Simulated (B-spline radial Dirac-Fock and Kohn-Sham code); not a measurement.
# What relativity does to the binding energies of Tm⁵⁺

System: thulium as Tm⁵⁺, 1s2 2s2 2p6 3s2 3p6 3d10 4s2 4p6 4d10 4f11 5s2 5p5.

Both columns are ΔSCF binding energies of the configuration average from a radial B-spline solver: non-relativistic Hartree-Fock with a point nucleus, and Dirac-Fock with a finite nucleus and the Coulomb interaction alone, averaged over the two j levels with weights 2j+1.

| shell | Hartree-Fock (eV) | Dirac-Fock (eV) | shift (eV) | shift (%) |
| --- | --- | --- | --- | --- |
| 1s | 55587.2 | 59742.5 | +4155.34 | +7.48 |
| 2s | 9148.4 | 10235.4 | +1087.00 | +11.88 |
| 2p | 8721.5 | 9076.5 | +354.92 | +4.07 |
| 3s | 2137.7 | 2400.7 | +263.01 | +12.30 |
| 3p | 1943.1 | 2039.7 | +96.64 | +4.97 |
| 3d | 1584.9 | 1569.9 | -14.98 | -0.95 |
| 4s | 493.3 | 556.5 | +63.26 | +12.82 |
| 4d | 269.0 | 265.3 | -3.67 | -1.36 |
| 4f | 88.72 | 82.19 | -6.53 | -7.36 |
| 5s | 117.5 | 128.0 | +10.54 | +8.97 |
| 5p | 92.38 | 95.03 | +2.65 | +2.87 |

Relativity binds 1s, 2s, 2p, 3s, 3p, 4s, 5s, 5p more strongly, among those listed most of all 4s in relative terms, and 3d, 4d, 4f more weakly, because the contracted s and p shells screen the nucleus better.

Values without a named source are computed, but for edge energies of neutral atoms, which are taken from tables.
